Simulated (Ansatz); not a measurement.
```yaml
crystal:
  periodic: [false, false, false]
  atoms:
    - {symbol: N, position_ang: [-0.529260, 0.503667, -1.168491]}
    - {symbol: Si, position_ang: [0.362164, -0.023271, 0.211813]}
    - {symbol: O, position_ang: [0.817605, -1.318354, -0.142815]}
    - {symbol: O, position_ang: [-0.691072, 0.378921, 1.539401]}
    - {symbol: F, position_ang: [1.330781, 1.033068, 0.373385]}
    - {symbol: H, position_ang: [-1.153375, 1.401115, -1.088354]}
    - {symbol: H, position_ang: [-0.302025, 0.057277, -2.094236]}
    - {symbol: H, position_ang: [1.652613, -1.713839, 0.368587]}
    - {symbol: H, position_ang: [-1.330011, -0.169736, 1.499764]}
basis:
  gaussian: {orbitals: cc-pVTZ-DK, fitting: {mean_field: cc-pVTZ-jkfit}}
total_charge: 1
magnetization: {spin_polarized: true, initial_magnetization: 1}
hamiltonian: {xc: {name: HF}}
correlation: {method: mp2, frozen_orbitals: {N: 9}}
```

```sh
$ ansatz run in.yaml --threads 4 --pin off --events-out ev --progress --plain --max-ram 10444MiB
```

(1) How does Ansatz answer? (Best estimate.)

Answers

(1) Ansatz gave: The program refused the input.
```
Functional definition: HF
Error: "frozen_orbitals" has no count for Si
```
